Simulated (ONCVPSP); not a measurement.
Zr (Z = 40): one change to an ONCV potential, before and after

ONCVPSP 4.0.1 input, shortened (lines: element, Z, core and valence counts, functional; n l f; lmax; l rc ep ncon nbas qcut; lloc lpopt rc5 dvloc0; l nproj debl; icmod fcfact rcfact), PBE, scalar-relativistic:

```
  Zr 40.00    7    3        4      upf
    1    0    2.00
    2    0    2.00
    2    1    6.00
    3    0    2.00
    3    1    6.00
    3    2   10.00
    4    0    2.00
    4    1    6.00
    4    2    2.00
    5    0    2.00
    3
    0    3.00    0.00    5   10    2.40
    1    1.90    0.00    5   10    8.30
    2    2.30    0.00    4    9    8.10
    3    2.90    0.04    3    8    3.50
    4    5    1.80    3.00
    0    2    2.50
    1    2    3.80
    2    2    3.10
    3    1    1.60
    2    0.50    1.20
```

All-electron outer shells of the reference configuration (PBE, scalar-relativistic, ld1.x):

| shell | level (eV) | outermost node (bohr) | outermost maximum (bohr) |
| --- | --- | --- | --- |
| 4s | -54.50 | 0.55 | 1.08 |
| 4p | -32.46 | 0.56 | 1.17 |
| 5s | -4.44 | 1.47 | 3.15 |
| 4d | -3.60 | 0.58 | 1.59 |

Change: local potential polynomial inside 1.80 bohr (lpopt 5, dvloc0 6.5 Ha).

Cutoffs: the cutoffs (Ha) at which the residual kinetic energy of the hardest occupied pseudo-wave falls to 1 and 0.1 mHa per electron; they do not see the model core or the augmentation charge, which bear on the density cutoff. Errors are all-electron minus pseudo energies relative to the spin-unpolarised reference configuration.

What does the change do?

The potential gets neither clearly harder nor softer (20 Ha and 26 Ha → 20 Ha and 26 Ha); the lowest positive-energy flag moves from s at 43.7 eV to s at 85.6 eV; the number of tests with a reliable result goes from 3 to 4; the errors of the 3 common tests hardly move; the range in which the s phases agree widens (upper end 1.3 → 2.9); neither file shows a bound ghost.

```csv
quantity,base,changed
"cutoff, loose",20 Ha,20 Ha
"cutoff, tight",26 Ha,26 Ha
bound ghosts,none,none
GHOST(+) flags under 300 eV,s at 43.7 eV,s at 85.6 eV
tests with a reliable result,3 of 4,4 of 4
"error for 4p6 4d2 5s1, meV [ΔE 7.14 eV]",-4.1,-4.3
"error for 4p6 4d2 5s0, meV [ΔE 20.08 eV]",-10,-10
"error for 4p6 4d3 5s1, meV [ΔE 1.20 eV]",-33,-33
s: phases at 3.04 bohr within 0.05 rad from the reference energy up to (Ha; the scan ends near 5),1.3,2.9
p: phases at 1.93 bohr within 0.05 rad from the reference energy up to (Ha; the scan ends near 5),to the end of the scan,to the end of the scan
d: phases at 2.33 bohr within 0.05 rad from the reference energy up to (Ha; the scan ends near 5),to the end of the scan,to the end of the scan
f: phases at 2.95 bohr within 0.05 rad from the reference energy up to (Ha; the scan ends near 5),1.2,1.2
"rms error of d²Exc/dni dnj with the model core, mHa",0.61,0.61
```
